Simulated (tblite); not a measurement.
Isomers of C6H12ClFO. All values are computed: GFN2-xTB (tblite) harmonic vibrations without scaling, gas phase. Against measured fundamentals such values can be off by several per cent, at times by over 20. One conformer each.

Electronic energies: GFN2-xTB at the same geometries; isomer energies are rough at this level and their order can be wrong.

| SMILES | electronic energy, lowest = 0 (kcal/mol) |
| --- | --- |
| C[C@@H](F)CC[C@@H](Cl)CO | 0.0 |
| CC(C)O[C@@H](C)[C@H](F)Cl | 3.8 |
| CC(C)O[C@@H](C)[C@@H](F)Cl | 3.8 |

Q: How do GFN2-xTB zero-point energies change the relative energies?

A: 
```json
{"SMILES": "C[C@@H](F)CC[C@@H](Cl)CO", "ZPE (kcal/mol)": "108.4", "of it from modes above 1550 cm⁻¹": "51.9", "electronic (kcal/mol)": "0.0", "with ZPE, lowest = 0 (kcal/mol)": "0.0", "lowest mode (cm⁻¹)": "40", "rings": "0"}
{"SMILES": "CC(C)O[C@@H](C)[C@H](F)Cl", "ZPE (kcal/mol)": "107.7", "of it from modes above 1550 cm⁻¹": "51.7", "electronic (kcal/mol)": "3.8", "with ZPE, lowest = 0 (kcal/mol)": "3.0", "lowest mode (cm⁻¹)": "36", "rings": "0"}
{"SMILES": "CC(C)O[C@@H](C)[C@@H](F)Cl", "ZPE (kcal/mol)": "107.7", "of it from modes above 1550 cm⁻¹": "51.7", "electronic (kcal/mol)": "3.8", "with ZPE, lowest = 0 (kcal/mol)": "3.1", "lowest mode (cm⁻¹)": "39", "rings": "0"}
```

The zero-point energies span 0.7 kcal/mol, from `CC(C)O[C@@H](C)[C@H](F)Cl` to `C[C@@H](F)CC[C@@H](Cl)CO`. The order is unchanged.

Q: What do entropy and thermal enthalpy add at 298.15 K and 1 bar (rigid rotor, harmonic oscillator, one conformer each)?

A: 
```tsv
SMILES	point group	symmetry number	S (cal/(mol K))	H − H(0) (kcal/mol)	ZPE + H − H(0) − TS (kcal/mol)
C[C@@H](F)CC[C@@H](Cl)CO	C1	1	106.2	7.61	84.4
CC(C)O[C@@H](C)[C@H](F)Cl	C1	1	107.9	7.85	83.4
CC(C)O[C@@H](C)[C@@H](F)Cl	C1	1	107.5	7.84	83.5
```
